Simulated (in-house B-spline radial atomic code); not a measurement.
A fraction x of an electron is removed from 3p in Sc5+, starting from [Ne] 3s2 3p4 and keeping the highest spin. Computed with a radial B-spline atomic code at the basis-set limit: non-relativistic BLYP, spin-polarised, spherical fractional occupations, point nucleus.

```
   x  E(x) - E(0) (eV)  3p down level (eV)
   0            0.0000            -101.022
0.01            1.0112            -101.212
0.17           17.4484            -104.256
0.26           26.9087            -105.974
0.44           46.2942            -109.424
 0.5           52.8943            -110.578
0.64           68.5639            -113.277
0.84           91.6062            -117.149
0.91           99.8542            -118.509
   1          110.5988                   -
```

The exact functional would give a straight line between the two integer points. Deviations E(x) - E(0) - x[E(1) - E(0)], in eV: -0.095 at x = 0.01, -1.353 at x = 0.17, -1.847 at x = 0.26, -2.369 at x = 0.44, -2.405 at x = 0.5, -2.219 at x = 0.64, -1.297 at x = 0.84, -0.791 at x = 0.91.

The curve lies below the straight line by up to 2.405 eV (at x = 0.5): convex, the delocalisation error that favours fractional charges.

(1) How well does Slater's transition state (minus the level at half occupation) give the ionisation energy?

Answers

(1) It gives 110.578 eV against 110.599 eV from the two total energies; NIST lists 110.68 eV, ground level to ground level.
